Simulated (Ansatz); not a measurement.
The cluster Re₂O₂⁺: single points at one geometry.

```yaml
crystal:
  periodic: [false, false, false]
  atoms:
    - {symbol: Re, position_ang: [-0.492399, -0.592180, 0.948321]}
    - {symbol: Re, position_ang: [0.973781, 0.317719, -0.665076]}
    - {symbol: O, position_ang: [0.633051, -0.381293, -2.130789]}
    - {symbol: O, position_ang: [-1.114433, 0.655755, 1.847554]}
basis:
  gaussian: {orbitals: def2-TZVP, initial_orbitals: start.molden}
total_charge: 1
magnetization: {spin_polarized: true, initial_magnetization: 3}
correlation: {method: ccsd_t}
scf: {omitted_lower_state_checks: [starts, cluster_reference]}
output: {orbitals: {seedname: orbitals}}
```

The file start.molden holds the orbitals of an earlier run on this structure, at another level or in another basis.

```sh
$ ansatz run in.yaml --threads 4 --pin off --events-out ev --progress --plain --max-ram 3916MiB
```

It prints (some lines left out):

```
Functional definition: HF
1154 factors; integrals over basis functions are off by at most 7.8e-4 eV
mean field evaluation 1: about -8282.6978 eV, gradient 1.8e1 eV
mean field evaluation 2: about -8284.4188 eV, gradient 2.2e0 eV
mean field evaluation 4: about -8284.7170 eV, gradient 1.3e-1 eV
mean field evaluation 8: about -8284.9865 eV, gradient 1.1e0 eV
mean field evaluation 16: about -8285.1084 eV, gradient 4.4e-6 eV
mean field -8285.10839680 eV, -304.4721177342 hartree, gradient 2.2e-6 eV, S^2 5.334399; 0 other end points of the search recorded, 0 dependent functions left out
2 core orbitals not correlated: weight in the atoms' cores, before any rotation towards them, 1.000 or more for the frozen orbitals, at most 0.000 for the correlated occupied ones
reference -8285.10839680 eV, -304.4721177342 hartree; 22, 19 occupied and 118, 121 virtual orbitals, 1154 factors
second order -32.92313605 eV of doubles, -0.00000000 eV of singles
cycle   1  -28.85562589 eV  change     4.1e0 eV  update   3.3e-1
cycle   2  -30.94052172 eV  change    -2.1e0 eV  update   1.8e-1
cycle   3  -31.62877727 eV  change   -6.9e-1 eV  update   1.0e-1
cycle   4  -32.02080665 eV  change   -3.9e-1 eV  update   6.9e-2
cycle   5  -32.09296311 eV  change   -7.2e-2 eV  update   3.5e-2
cycle   6  -32.19320588 eV  change   -1.0e-1 eV  update   2.5e-2
cycle   7  -32.24399437 eV  change   -5.1e-2 eV  update   1.6e-2
cycle   8  -32.27111392 eV  change   -2.7e-2 eV  update   1.2e-2
cycle   9  -32.29827663 eV  change   -2.7e-2 eV  update   8.4e-3
cycle  10  -32.30665934 eV  change   -8.4e-3 eV  update   5.8e-3
cycle  11  -32.30030128 eV  change    6.4e-3 eV  update   4.1e-3
cycle  12  -32.30183267 eV  change   -1.5e-3 eV  update   3.2e-3
cycle  13  -32.30347545 eV  change   -1.6e-3 eV  update   2.5e-3
cycle  14  -32.30304803 eV  change    4.3e-4 eV  update   1.9e-3
cycle  15  -32.30720569 eV  change   -4.2e-3 eV  update   1.5e-3
cycle  16  -32.30807481 eV  change   -8.7e-4 eV  update   1.1e-3
cycle  17  -32.30783801 eV  change    2.4e-4 eV  update   9.0e-4
cycle  18  -32.30781028 eV  change    2.8e-5 eV  update   7.1e-4
cycle  19  -32.30779115 eV  change    1.9e-5 eV  update   6.1e-4
cycle  20  -32.30817446 eV  change   -3.8e-4 eV  update   4.7e-4
cycle  21  -32.30903469 eV  change   -8.6e-4 eV  update   3.7e-4
cycle  22  -32.30932564 eV  change   -2.9e-4 eV  update   2.5e-4
cycle  23  -32.30964024 eV  change   -3.1e-4 eV  update   1.9e-4
cycle  24  -32.30969955 eV  change   -5.9e-5 eV  update   1.4e-4
cycle  25  -32.30972129 eV  change   -2.2e-5 eV  update   1.0e-4
cycle  26  -32.30964992 eV  change    7.1e-5 eV  update   7.5e-5
cycle  27  -32.30967296 eV  change   -2.3e-5 eV  update   5.4e-5
cycle  28  -32.30966584 eV  change    7.1e-6 eV  update   4.4e-5
perturbative correction -2.15868426 eV, -0.0793301832 hartree
Total energy: -8319.57674690 eV, -305.7388062368 hartree
Checks for a lower state left out: starts, cluster_reference
```

Run time 3.3 min (4 threads of Arm Neoverse V2 on a shared host), peak host memory 3.4 GiB.

As the first input, with `hamiltonian: {xc: pbe0, dispersion: d4}`, `scf: {omitted_lower_state_checks: [starts]}` and without the key `correlation` (abridged; 6 s):

```
Functional definition: PBE0
mean field -8342.08102111 eV, -306.5658230601 hartree, gradient 3.9e-6 eV, S^2 3.833797
Total energy: -8342.18474570 eV, -306.5696348684 hartree
Checks for a lower state left out: starts
```

First input, but with `hamiltonian: {xc: {name: r2SCANh}, dispersion: d4}`, `scf: {omitted_lower_state_checks: [starts]}` and without the key `correlation` (abridged; 12 s):

```
Functional definition: r2SCANh
mean field -8345.90848586 eV, -306.7064797952 hartree, gradient 7.5e-6 eV, S^2 3.845217
Total energy: -8345.93507274 eV, -306.7074568452 hartree
Checks for a lower state left out: starts
```

The first input with `hamiltonian: {xc: r2scan, dispersion: d4}`, `scf: {omitted_lower_state_checks: [starts]}` and without the key `correlation` (abridged; 11 s):

```
Functional definition: r2SCAN
mean field -8348.04112751 eV, -306.7848529304 hartree, gradient 1.8e-5 eV, S^2 3.819468
Total energy: -8348.06424530 eV, -306.7857024935 hartree
Checks for a lower state left out: starts
```

As the first input, with `hamiltonian: {xc: hf}`, `scf: {omitted_lower_state_checks: [starts]}` and without the key `correlation` (abridged; 3.4 s):

```
Functional definition: HF
mean field evaluation 16: about -8285.1083 eV, gradient 2.0e-5 eV
mean field -8285.10830724 eV, -304.4721144430 hartree, gradient 4.1e-6 eV, S^2 5.334399
Total energy: -8285.10830724 eV, -304.4721144430 hartree
Checks for a lower state left out: starts
```

As the first input, with `hamiltonian: {xc: {name: wB97X-V}}`, `scf: {omitted_lower_state_checks: [starts]}` and without the key `correlation` (abridged; 26 s):

```
Functional definition: wB97X-V
mean field -8342.37766746 eV, -306.5767246123 hartree, gradient 6.4e-6 eV, S^2 3.849790
Total energy: -8342.37766656 eV, -306.5767245794 hartree
Checks for a lower state left out: starts
```

As the first input, with `hamiltonian: {xc: pbe}`, `correlation: {method: rpa}`, `scf: {omitted_lower_state_checks: [starts]}` and without the key `output` (abridged; 3.7 s):

```
Functional definition: PBE
mean field -8346.68081043 eV, -306.7348621998 hartree, gradient 3.6e-6 eV, S^2 3.777786
2 core orbitals not correlated: weight in the atoms' cores, before any rotation towards them, 1.000 or more for the frozen orbitals, at most 0.000 for the correlated occupied ones
Total energy: -8330.80541426 eV, -306.1514521514 hartree
Checks for a lower state left out: starts
```

Geometry: PBE0-D4/def2-TZVP.

In the def2 sets Re takes a core potential; there is no spin–orbit coupling. Correlated methods freeze 2 core orbitals; core or outer-core shells of Re are correlated, in sets that lack core-valence functions. At CCSD(T)/def2-TZVP T1 of the charge 1 quartet is large (up to 0.080), so the single-reference result is doubtful. At CCSD(T)/def2-TZVP, HF/def2-TZVP the charge 1 quartet is spin-contaminated (final ⟨S²⟩ up to 5.33, 3.75 for a pure state). At PBE0-D4/def2-TZVP a doublet of charge 1 lies 0.26 eV below the quartet, each at its own geometry. The structure comes from a short search, and lower isomers may exist.
